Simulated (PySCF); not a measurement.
# Ar²⁺: ionisation energy

Ar²⁺ [Ne] 3s2 3p4 (3P) → Ar³⁺ [Ne] 3s2 3p3 (4S), as a difference of total energies. All numbers are calculated (PySCF 2.14, the non-relativistic Hamiltonian (point nucleus), in aug-cc-pV(Q+d)Z (7s6p5d3f2g, 89 functions)). Correlated levels: valence: [Ne] frozen. The calculations carry no spin-orbit coupling.

```
           method  ionisation energy (eV)
              UHF                  39.401
              LDA                  40.861
              PBE                  40.730
             PBE0                  40.729
           r2SCAN                  40.702
        BHandHLYP                  40.681
          LC-wPBE                  40.909
        CAM-B3LYP                  40.857
           revPBE                  40.692
    MP2 (valence)                  40.340
SCS-MP2 (valence)                  40.454
```

Question: How much does correlation contribute at MP2 (valence)?

Answer: 40.340 − (39.401) = 0.939 eV, measured against UHF.

A first-order spin-orbit estimate (lowest level to lowest level, LS coupling) adds 0.062 eV.

Errors of the correlated levels include the incompleteness of this basis and the frozen core.

For comparison: 40.735 ± 0.012 eV (semi-empirical (NIST evaluation); NIST Atomic Spectra Database, ionization energies).
